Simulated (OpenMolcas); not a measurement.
Ag3+ in Cs2NaYF6: curves along the breathing mode

Ag3+ with its 6 nearest fluoride ions, on the Y site of Cs2NaYF6 (a = 9.075 Å, distance in the model lattice 2.178 Å). The rest of the host is ab initio model potentials to 7.6 Å, with orthogonalisation functions on the cations behind the ligands, and point charges beyond; the distance is set by hand and nothing relaxes. Ligand basis ANO-RCC-VDZP.

| Property | Result |
| --- | --- |
| Program | OpenMolcas |
| Method | SS-CASPT2, IPEA 0.25 Eh, imaginary shift 0.1 Eh (closed shells correlated: 4s 4p and the ligand valence shells) |
| Basis | ANO-RCC-VDZP [6s5p3d1f] |
| Scalar Hamiltonian | DKH2, point nucleus |
| Active space | 8 electrons in 5 orbitals (4d) |
| State averaging | 2S+1 = 3 even, 10 roots; 2S+1 = 1 even, 15 roots |
| Spin-orbit coupling | RASSI with atomic mean-field integrals over the reference wave functions |

Spin-free energies (labels of O, the rotations of Oh) in cm-1 above the lowest fitted minimum, as all ligands move together:

```csv
R (Å),1E
1.963,4170
2.009,1230
2.055,80
2.101,450
2.148,1970
```

Quadratic fits give the following; the wavenumber is harmonic, with the mass of all moving ligands, small differences in it between states hang on the degree of the fit, a number in brackets counts states of one label, and the table is a selection of at most 14 states with clean curves.

```
State  R0 (Å)  Breathing mode (cm-1)  Minimum (cm-1)
   1E   2.071                    454               0
```

Roots that are degenerate in the reference are averaged as groups; the widest CASPT2 spread within a group is 4100 cm-1 (the 3-fold group of multiplicity 1 near 20300 cm-1 above the lowest state of its run, R = 2.148). Shifts and gaps below about the spread of the groups concerned are not significant. Over all roots computed the reference weight is 0.67 to 0.72 in R = 1.963, 0.65 to 0.71 in R = 2.009, 0.64 to 0.71 in R = 2.055, 0.62 to 0.71 in R = 2.101, 0.61 to 0.70 in R = 2.148; the roots of lowest weight are the least certain, and an intruder state may touch them. Real 4d8 and 5d8 ions are as a rule square planar and diamagnetic. Ligand-to-metal charge-transfer states are missing. With no ligand orbital active B as a rule stays too high, so bands that hang on it stand too high and its fall with covalency is understated. With one d shell and no ligand orbital active, 10Dq can be off by a tenth or more. The least metal-like active orbital is 73 % on the metal (Löwdin) and no ligand orbital is active, so the numbers are rough (holds for R = 1.963). The least metal-like active orbital is 72 % on the metal (Löwdin) and no ligand orbital is active, so the numbers are rough (holds for R = 2.009; R = 2.055). The least metal-like active orbital is 71 % on the metal (Löwdin) and no ligand orbital is active, so the numbers are rough (holds for R = 2.101). The least metal-like active orbital is 69 % on the metal (Löwdin) and no ligand orbital is active, so the numbers are rough (holds for R = 2.148). No measured value stands beside these numbers.
